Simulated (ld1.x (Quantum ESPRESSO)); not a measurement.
## Which change was made? (Sn, ultrasoft)

Sn, ultrasoft, made with ld1.x (Quantum ESPRESSO) 7.5 (PBE, scalar-relativistic). Core [Kr], reference 4d10 5s2 5p0 (charge +2). Waves: 5s (bound): rcut 1.60, rcutus 2.10 bohr; 5s channel at -0.45 Ry: rcut 1.60, rcutus 2.10 bohr; 5p (bound, empty): rcut 1.70, rcutus 2.30 bohr; 5p channel at 2.25 Ry: rcut 1.70, rcutus 2.30 bohr; 4d (bound): rcut 1.15, rcutus 1.60 bohr; 4d channel at -2.5 Ry: rcut 1.15, rcutus 1.60 bohr. Local part: all-electron potential smoothed inside 1.30 bohr (lloc = -1). Core correction: Bessel-smoothed model core inside 1.05 bohr. Augmentation charge: built from norm-conserving waves at rcut, not smoothed further.

Cutoffs, loose and tight: the cutoffs (Ry, on a coarse ladder) from which the occupation-weighted sum of valence levels, in a spherical-Bessel basis at the reference potential, stays within 10 and 1 mRy of its value at 400 Ry. They do not see the model core or the augmentation charge, which bear on the density cutoff. Test errors are all-electron minus pseudo excitation energies from the reference, over the configurations 4d10 5s2 5p2; 4d10 5s2 5p1; 4d10 5s1 5p0; 4d10 5s0 5p4; 4d9 5s2 5p2; 4d10 5s0 5p0; 4d10 5s2 5p2.3; variants that change the core or the reference have their own tests. The largest error is taken over the tests solved by every variant that gives reliable tests at all, those not shown here included: 4d10 5s0 5p4; 4d10 5s1 5p0; 4d10 5s2 5p1; 4d10 5s2 5p2.

The base gives: outcome: generated; cutoff, loose: 55 Ry; cutoff, tight: 90 Ry; bound ghosts: s; largest test error (meV): -12.

**Question.** After one change the result is: outcome: failed: run_pseudo: Errors in PS-KS equation. Which change was it?
A. all radii but the core radius scaled by about 0.75 (s 1.58, p 1.72, d 1.20 bohr, rcut 1.20/1.28/0.86); local potential all-electron potential smoothed inside 0.98 bohr (lloc = -1)
B. all radii but the core radius scaled by about 1.13 (s 2.36, p 2.60, d 1.80 bohr, rcut 1.80/1.92/1.30); local potential all-electron potential smoothed inside 1.46 bohr (lloc = -1)
C. all radii but the core radius scaled by about 1.23 (s 2.58, p 2.82, d 1.96 bohr, rcut 1.96/2.08/1.40); local potential all-electron potential smoothed inside 1.60 bohr (lloc = -1)
D. all radii but the core radius scaled by about 1.37 (s 2.88, p 3.16, d 2.20 bohr, rcut 2.20/2.34/1.58); local potential all-electron potential smoothed inside 1.78 bohr (lloc = -1)
E. all radii but the core radius scaled by about 0.93 (s 1.94, p 2.14, d 1.48 bohr, rcut 1.48/1.58/1.06); local potential all-electron potential smoothed inside 1.20 bohr (lloc = -1)

**Answer.** A. The others give: all radii but the core radius scaled by about 1.23 (s 2.58, p 2.82, d 1.96 bohr, rcut 1.96/2.08/1.40); local potential all-electron potential smoothed inside 1.60 bohr (lloc = -1) → outcome: generated; cutoff, loose: 30 Ry; cutoff, tight: 50 Ry; bound ghosts: s, p; largest test error (meV): test run stopped at test 1 of 7 (negative rho) | all radii but the core radius scaled by about 1.13 (s 2.36, p 2.60, d 1.80 bohr, rcut 1.80/1.92/1.30); local potential all-electron potential smoothed inside 1.46 bohr (lloc = -1) → outcome: generated; cutoff, loose: 35 Ry; cutoff, tight: 60 Ry; bound ghosts: s; largest test error (meV): -15 | all radii but the core radius scaled by about 0.93 (s 1.94, p 2.14, d 1.48 bohr, rcut 1.48/1.58/1.06); local potential all-electron potential smoothed inside 1.20 bohr (lloc = -1) → outcome: generated; cutoff, loose: 70 Ry; cutoff, tight: 110 Ry; bound ghosts: s, p; largest test error (meV): -12 | all radii but the core radius scaled by about 1.37 (s 2.88, p 3.16, d 2.20 bohr, rcut 2.20/2.34/1.58); local potential all-electron potential smoothed inside 1.78 bohr (lloc = -1) → outcome: generated; cutoff, loose: 25 Ry; cutoff, tight: 40 Ry; bound ghosts: p, s; largest test error (meV): test run stopped at test 1 of 7 (negative rho).
